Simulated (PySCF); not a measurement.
Species: C₉H₇N.
Bonds: C1–C2 (aromatic), C2–C3 (aromatic), C3–C4 (aromatic), C4–C5 (aromatic), C5–C6 (aromatic), C6–C7 (aromatic), C7–C8 (aromatic), C8–N9 (aromatic), N9–C10 (aromatic), C1–C10 (aromatic), C4–C8. Hydrogens: H11 on C1; H12 on C2; H13 on C3; H14 on C5; H15 on C6; H16 on C7; H17 on C10.

A GFN2-xTB structure was refined with PBE0-D3(BJ)/def2-SVP geometry optimisation, gas phase in PySCF. Its GFN2-xTB values:

```
coordinate  GFN2-xTB
     C1–C2   1.385 Å
    C1–C10   1.398 Å
    C1–H11   1.084 Å
     C2–C3   1.392 Å
    C2–H12   1.083 Å
     C3–C4   1.378 Å
    C3–H13   1.085 Å
     C5–C6   1.394 Å
    C5–H14   1.075 Å
     C6–C7   1.392 Å
    C6–H15   1.076 Å
     C7–C8   1.395 Å
    C7–H16   1.073 Å
     C8–N9   1.311 Å
    N9–C10   1.313 Å
   C10–H17   1.087 Å
  C1–C2–C3    127.9°
 C1–C10–N9    131.6°
 C2–C1–C10    129.4°
  C4–C5–C6    108.9°
  C5–C4–C8    106.0°
  C5–C6–C7    110.1°
  C6–C7–C8    108.8°
  C7–C8–N9    123.5°
```

Question: How do these coordinates change at the PBE0-D3(BJ)/def2-SVP level?

Answer: 
| coordinate | PBE0-D3(BJ)/def2-SVP (Å or °) | change |
| --- | --- | --- |
| C6–H15 | 1.092 | +0.016 |
| C7–H16 | 1.088 | +0.015 |
| C5–H14 | 1.090 | +0.015 |
| C5–C6 | 1.407 | +0.013 |
| C10–H17 | 1.098 | +0.011 |
| C2–H12 | 1.094 | +0.011 |
| C1–H11 | 1.095 | +0.011 |
| C3–H13 | 1.095 | +0.010 |
| N9–C10 | 1.323 | +0.010 |
| C8–N9 | 1.320 | +0.009 |
| C7–C8 | 1.404 | +0.009 |
| C6–C7 | 1.400 | +0.008 |
| C3–C4 | 1.386 | +0.008 |
| C1–C10 | 1.405 | +0.007 |
| C2–C3 | 1.399 | +0.007 |
| C1–C2 | 1.391 | +0.006 |
| C2–C1–C10 | 129.9 | +0.5 |
| C4–C5–C6 | 108.4 | -0.5 |
| C1–C10–N9 | 131.2 | -0.4 |
| C5–C4–C8 | 106.4 | +0.4 |
| C6–C7–C8 | 108.4 | -0.4 |
| C5–C6–C7 | 110.4 | +0.3 |
| C7–C8–N9 | 123.2 | -0.3 |
| C1–C2–C3 | 127.6 | -0.3 |

The energy falls by 1.1 kcal/mol over 6 energy and gradient evaluations, the largest force component goes from 0.0110 to 2.3e-04 Eh/bohr, and the atoms move by 0.019 Å rms after alignment. Among the bonds, C5–H14, C6–H15 and C7–H16 change most and about equally (+0.015 to +0.016 Å). Bonds longer at the end by more than 0.005 Å: 18 of 18; shorter: 0. Rotational constants go from 2899, 1318, 906.3 to 2860, 1305, 896.3 MHz.

The run used 175 basis functions and 42 SCF cycles in all. On one thread of an AMD EPYC 9R45, shared host with 96 logical CPUs at a one-minute load of 56, this took 53 s wall and 0.81 GiB of memory at its peak.

No PBE0-D3(BJ)/def2-SVP frequencies stand behind this structure, so it isn't proved a minimum.
